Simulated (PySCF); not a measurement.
## Core-level binding energies of `C[B-](C)(C)[PH2+]F`

Compound: C3H11BFP.
Z-matrix (Å and degrees, PBE0-D3(BJ)/def2-SVP geometry), rows numbered from 1:
```
C 
B   1  1.6182
C   2  1.6531  1  112.92
C   2  1.6168  1  115.69  3  -133.32
P   2  1.9301  1  109.30  3   102.42
F   5  1.6080  2  124.67  1    65.06
H   1  1.1044  2  107.94  3    67.89
H   1  1.1025  2  113.30  3  -174.36
H   1  1.1038  2  114.50  3   -50.25
H   3  1.1036  2  115.99  1    47.78
H   3  1.1045  2  103.52  1   -67.59
H   3  1.1036  2  116.29  1   176.88
H   4  1.1042  2  108.22  1    65.87
H   4  1.1043  2  114.69  1  -175.49
H   4  1.1024  2  112.81  1   -51.80
H   5  1.4187  2  113.40  1   -57.92
H   5  1.4186  2  113.85  1  -171.66
```

Method: delta-SCF UKS SCAN, pcX-2 on the ionised atom, pcseg-1 elsewhere, spin-free X2C (PySCF 2.14.0). Vertical ΔSCF values, vacuum level as zero.

Q: What binding energy does each computed site have?

A: 
```csv
atom(s),bonded to,level,binding energy (eV),count
B2,3 C and P,B 1s,194.09,1
C1/C4,3 H and B,C 1s,289.37,2
F6,P,F 1s,693.06,1
P5,"F, 2 H and B",P 1s,2152.84,1
```

Q: Which photon energy gives electrons from B 1s of B2 a kinetic energy of 200 eV, and what is their de Broglie wavelength?

A: hν = 194.09 + 200 = 394.09 eV, recoil neglected; λ = 12.264 Å/√(E/eV) = 0.87 Å.

Q: Which effective nuclear charge Zeff reproduces each element's mean 1s value in the hydrogen-like formula E = 13.606 eV × Zeff²?

A: B (Z = 5): mean 194.1 eV, Zeff = 3.78, Z − Zeff = 1.22; C (Z = 6): mean 289.4 eV, Zeff = 4.61, Z − Zeff = 1.39; F (Z = 9): mean 693.1 eV, Zeff = 7.14, Z − Zeff = 1.86; P (Z = 15): mean 2152.8 eV, Zeff = 12.58, Z − Zeff = 2.42. Means run over the listed sites, weighted by atom count.

Atoms equivalent by their bonding share one computed value, that of the first of them. The list is incomplete; no value stands for C 1s of C3. Geometry: PBE0-D3(BJ)/def2-SVP; no solvent, vibrations or thermal averaging.

The run took 59 s on an Intel Xeon Platinum 8488C with one thread, no GPU, shared host with 96 logical CPUs at a one-minute load of 27, and the process peaked at 0.64 GiB of memory.
